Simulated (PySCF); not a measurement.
## Two-dimensional NMR puzzle

Compound of formula C$_{5}$H$_{14}$OSi. Correlations simulated from computed shifts and the bond graph:

HSQC (one-bond C–H):
```tsv
δH	δC
1.34	32.8
0.16	-2.1
```

COSY cross peaks (H two or three bonds apart, from the bond graph; peaks can be absent where the dihedral angle is near 90°):
```tsv
δH	δH
5.09	0.16
```

HMBC (two and three bonds, from the bond graph):
```tsv
δH	δC
5.09	72.7, -2.1
1.34	72.7, 32.8
```

Carbons without hydrogens: δ 72.7.

- structure optimised with GFN2-xTB
- σ from GIAO-PBE0/pcSseg-1
- program: PySCF 2.14.0 with density-fitted response routines
- gas phase, no relativistic terms, a single conformation, one averaged value for each set of equivalent atoms

Scale: ¹H and ¹³C against TMS (reference shieldings calculated alike).

Exchangeable hydrogens are left out of these lists.

Task: Work out the connectivity.

Result: SMILES [SiH2](C)OC(C)(C)C.

Atom-mapped SMILES (the numbers label the heavy atoms): `[CH3:1][SiH2:2][O:3][C:4]([CH3:5])([CH3:6])[CH3:7]`. Hydrogens are named by the atom that carries them.

1. δC 72.7 is C4, a fully substituted sp3 carbon bonded to O.
2. δC 32.8 is C5/C6/C7, a methyl carbon (δH 1.34).
3. δC -2.1 is C1, a methyl carbon bonded to Si (δH 0.16).
4. HMBC from δH 5.09 reaches the proton-free carbon C4.
5. HMBC from δH 1.34 reaches the proton-free carbon C4.
6. COSY links 5.09–0.16.

The data come from this structure; uniqueness wasn't tested.

Shifts are as computed. Against solution values, carbons near 30 ppm lie about +3 ppm off and those near 130 ppm about +5 ppm. Of 1211 compounds with measured shifts, 218 miss one by over three times the rms of a fit or turn the order of signals round; such compounds aren't used in these exercises.
